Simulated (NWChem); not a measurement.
C5H5N; SMILES C#CC=C=CN

```xyz
11

C      0.6501     2.9541    -0.0912
C     -0.0009     1.9436     0.0543
C     -0.8019     0.7755     0.2489
C     -0.4424    -0.4411    -0.1144
C     -0.1217    -1.6611    -0.4766
N      0.4684    -2.6548     0.3281
H      1.2363     3.8333    -0.2300
H     -1.7697     0.9352     0.7336
H     -0.3868    -2.0068    -1.4762
H      1.1317    -3.2302    -0.1810
H      0.8985    -2.2840     1.1691
```
Atoms are numbered in this order, from 1.

STO-3G and 3-21G are far too small for this property and stand as cheap habits. The geometry was optimised at B3LYP/6-31G* (spherical d).

Problem. Give the principal values of the shielding tensors (ppm) of C1, C2, C3, C4, C5 from Hartree-Fock/STO-3G, GIAO (NWChem), with their diamagnetic and paramagnetic parts as GIAO splits them.

Solution. 
```csv
atom,σ11,σ22,σ33,isotropic,diamagnetic,paramagnetic
C1,128.5,133.7,208.9,157.0,264.6,-107.6
C2,115.9,123.6,322.1,187.2,264.2,-77.0
C3,84.4,182.6,218.9,162.0,253.1,-91.1
C4,-11.7,50.6,100.0,46.3,262.9,-216.6
C5,71.8,158.1,203.6,144.5,254.1,-109.5
```
